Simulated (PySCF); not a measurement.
Gas-phase reaction: SiSe + 4 H ⇌ H₂Se + SiH₂

Computed with PySCF (xtb for GFN2) and rigid-rotor harmonic-oscillator thermochemistry at 1 bar. † marks an energy on the PBE0/def2-TZVP geometry and frequencies; other levels use their own. MP2 and CCSD(T) freeze the core. 6-31G* has spherical d functions here. Open shells (unrestricted): H (multiplicity 2); the rest are closed-shell singlets. GFN2 has no spin-polarisation term. B3LYP is the form with VWN-RPA correlation. Se: all electrons, no relativistic terms. MP2 isn't extrapolated to the basis-set limit; its ΔH°(298 K) is -631.9 kJ in def2-SVP and -667.5 kJ in def2-TZVPP. CCSD(T) isn't extrapolated to the basis-set limit; its ΔH°(298 K) is -695.4 kJ in def2-SVP and -731.6 kJ in def2-TZVPP. The harmonic model lacks anharmonicity and excited electronic states, which grow with temperature; levels with a mode under 35 cm⁻¹ are left out.

```
level                ΔE electronic, kJ  ΔH°(298 K), kJ  ΔS°(298 K), J/K  ΔG°(1800 K), kJ
-------------------  -----------------  --------------  ---------------  ---------------
B3LYP/6-31G*                      -783            -734             -268             -188
BLYP/def2-TZVP†                   -770            -721             -268             -176
CCSD(T)/def2-TZVPP†               -780            -732             -268             -186
GFN2-xTB                          -955            -911             -269             -364
MP2/def2-SVP†                     -681            -632             -268              -86
PBE/def2-TZVP†                    -738            -690             -268             -144
PBE0/def2-SVP†                    -749            -700             -268             -154
PBE0/def2-TZVP                    -752            -703             -268             -157
r2SCAN/def2-TZVP†                 -759            -710             -268             -165
ωB97M-V/def2-TZVP†                -785            -736             -268             -191
```
ΔH° is lowest at GFN2-xTB and highest at MP2/def2-SVP†. No reference value is set beside these.
